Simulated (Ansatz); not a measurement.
ClGaH2 (SMILES [Cl][GaH2]) moved off its minimum; all values from Ansatz (a first-principles code), cores frozen in correlated methods.
(charge 0, multiplicity 1)
```xyz
4

Ga     0.01686    -0.24753    -0.69796
H     -1.39261    -0.33991    -1.34047
H      1.34598    -0.58568    -1.26660
Cl    -0.01423     0.49669     1.34963
```

| level | largest force (eV/Å) | on atom | rms difference from CCSD(T)/def2-TZVPPD (eV/Å) | dipole (D) |
|---|---|---|---|---|
| HF/def2-TZVPP | 1.46 | Ga1 | 0.085 | 2.41 |
| PBE/def2-TZVPP | 1.28 | Ga1 | 0.121 | 2.00 |
| r2SCAN/def2-TZVPP | 1.34 | Ga1 | 0.219 | 2.11 |
| B3LYP/def2-TZVPP | 1.25 | Ga1 | 0.165 | 2.12 |
| wB97M-V/def2-TZVPP | 1.33 | Ga1 | 0.216 | 2.19 |
| MP2/def2-TZVPPD | 1.45 | Ga1 | 0.052 | 2.26 |
| CCSD(T)/def2-TZVPPD | 1.55 | H3 | 0.000 | 2.22 |

The differences count from one level among others, with limits of its own. Forces at CCSD(T)/def2-TZVPPD (eV/Å):

```
atom      Fx      Fy      Fz
----  ------  ------  ------
Ga1   -1.141   0.414   0.831
H2    -0.309  -0.033  -0.175
H3     1.403  -0.344  -0.566
Cl4    0.047  -0.037  -0.090
```
